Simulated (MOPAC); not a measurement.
MOPAC input (PM6):

```
PM6 PRECISE GNORM=0.05 LET XYZ UHF MS=0.5 GEO-OK AUX(PRECISION=9) THREADS=1
H3Cl2Si2

Si   -2.13123200 1   -0.14210100 1    0.06557200 1
Si    0.12864000 1    0.06269900 1   -0.58938900 1
Cl    1.15973400 1   -1.62466300 1    0.04475000 1
Cl    0.94610100 1    1.72220200 1    0.35416100 1
H    -2.22692500 1   -0.28427000 1    1.53733300 1
H    -2.84496600 1    1.07481600 1   -0.38119600 1
H    -2.69101200 1   -1.33708700 1   -0.60417200 1
```

From the output:

```
                                                       MOPAC v23.2.5 Linux

          FINAL HEAT OF FORMATION =        -38.24427 KCAL/MOL =    -160.01403 KJ/MOL

          COSMO AREA              =        145.00 SQUARE ANGSTROMS
          COSMO VOLUME            =        141.84 CUBIC ANGSTROMS

          GRADIENT NORM           =          0.02003          =       0.00757 PER ATOM
          IONIZATION POTENTIAL    =          7.155175 EV
          ALPHA SOMO LUMO (EV)    =         -7.155 -1.560
          BETA  SOMO LUMO (EV)    =         -9.875 -1.737
          NO. OF ALPHA ELECTRONS  =         13
          NO. OF BETA  ELECTRONS  =         12
          MOLECULAR WEIGHT        =        130.1007         POINT GROUP:  Cs

          MOLECULAR DIMENSIONS (Angstroms)

            Atom       Atom       Distance
            H     7   Cl     4     4.54388
           Cl     3    H     6     4.51078
            H     7    H     5     2.10718

          SCF CALCULATIONS        =         21

   ATOM   CHEMICAL          X               Y               Z
  NUMBER   SYMBOL      (ANGSTROMS)     (ANGSTROMS)     (ANGSTROMS)

     1      Si         -2.00251064  *  -0.13821468  *   0.11240926  *
     2      Si         -0.04992202  *   0.00518714  *  -0.09053407  *
     3      Cl          1.15742672  *  -1.69460742  *  -0.15373509  *
     4      Cl          0.93268792  *   1.82634847  *   0.17176554  *
     5       H         -2.84924903  *  -0.30431212  *   1.32445590  *
     6       H         -2.35741558  *   1.15293275  *  -0.58298493  *
     7       H         -2.19990597  *  -1.31493262  *  -0.81113724  *

                             CARTESIAN COORDINATES

   1   Si       -2.002510639    -0.138214681     0.112409255
   2   Si       -0.049922022     0.005187143    -0.090534070
   3   Cl        1.157426723    -1.694607419    -0.153735094
   4   Cl        0.932687919     1.826348468     0.171765544
   5    H       -2.849249025    -0.304312116     1.324455904
   6    H       -2.357415582     1.152932754    -0.582984930
   7    H       -2.199905974    -1.314932617    -0.811137235

           Empirical Formula: H3 Si2 Cl2  =     7 atoms

      MOLECULAR POINT GROUP   :   Cs

          ALPHA EIGENVALUES
 -26.77943 -26.51468 -21.13186 -16.99929 -14.01961 -12.70996 -12.44291 -12.22048
 -11.87951 -11.78167 -11.32558 -10.09695  -7.15518  -1.56002  -1.26905  -0.23254
   0.21203   0.28455   0.31046   0.78098   0.94392   1.16272   1.60997   1.91586
   2.24667   2.63073   3.27682   4.03975   4.19038  89.21954  89.40729  89.42293
  90.05978  90.12704  90.13389  90.13406  90.26189  90.50727  90.52064

           BETA EIGENVALUES
 -26.60874 -26.35041 -20.93641 -16.78680 -13.95791 -12.55537 -12.35581 -12.20493
 -11.70173 -11.66328 -11.31952  -9.87535  -1.73712  -1.37760  -1.14592  -0.04786
   0.24792   0.40937   0.45173   0.86193   1.04161   1.27843   1.77016   2.14360
   2.33880   2.68485   3.34849   4.03674   4.28434  89.24971  89.42592  89.47122
  90.08943  90.16017  90.16655  90.17100  90.27532  90.54451  90.55184

              NET ATOMIC CHARGES AND DIPOLE CONTRIBUTIONS

  ATOM NO.   TYPE          CHARGE      No. of ELECS.   s-Pop       p-Pop       d-Pop
    1         Si           0.184610        3.8154     1.19369     2.04424     0.57746
    2         Si           0.395940        3.6041     1.39504     1.56462     0.64440
    3         Cl          -0.262580        7.2626     1.99466     5.26610     0.00182
    4         Cl          -0.262573        7.2626     1.99466     5.26610     0.00182
    5          H          -0.034066        1.0341     1.03407
    6          H          -0.010665        1.0107     1.01067
    7          H          -0.010666        1.0107     1.01067
 DIPOLE           X         Y         Z       TOTAL
 POINT-CHG.    -3.807    -0.221    -0.241     3.821
 HYBRID         1.507     0.046     0.541     1.602
 SUM           -2.300    -0.174     0.300     2.326

          ATOMIC ORBITAL ELECTRON POPULATIONS

     Atom    s        px        py        pz      x^2-y^2     xz        z^2       yz        xy
    1 Si   1.19369   0.60708   0.70283   0.73432   0.14882   0.20902   0.05369   0.14557   0.02036
    2 Si   1.39504   0.50175   0.44671   0.61616   0.16496   0.18839   0.06922   0.06898   0.15284
    3 Cl   1.99466   1.75818   1.62918   1.87874   0.00043   0.00010   0.00034   0.00014   0.00081
    4 Cl   1.99466   1.79798   1.59256   1.87555   0.00051   0.00008   0.00032   0.00019   0.00072
    5  H   1.03407
    6  H   1.01067
    7  H   1.01067

                    (SZ)    =    0.500000
                    (S**2)  =    0.754486

          ATOMIC ORBITAL SPIN POPULATIONS

    Atom   Total    s     px     py     pz   x^2-y^2  xz     z^2    yz     xy
         Atomic
    1 Si  0.2233  0.026  0.017  0.005  0.027 -0.000  0.139  0.008  0.002  0.001
    2 Si  0.6663  0.101  0.001  0.006  0.383 -0.001  0.152  0.024 -0.001  0.001
    3 Cl  0.0352  0.000 -0.001  0.015  0.020  0.000  0.000  0.000  0.000  0.000
    4 Cl  0.0352  0.000 -0.002  0.008  0.029  0.000  0.000  0.000  0.000  0.000
    5  H  0.0542  0.054
    6  H -0.0071 -0.007
    7  H -0.0071 -0.007

 **********************
 *                    *
 * JOB ENDED NORMALLY *
 *                    *
 **********************

 == MOPAC DONE ==
```

The geometry given is a B3LYP-D3(BJ)/def2-TZVP minimum.
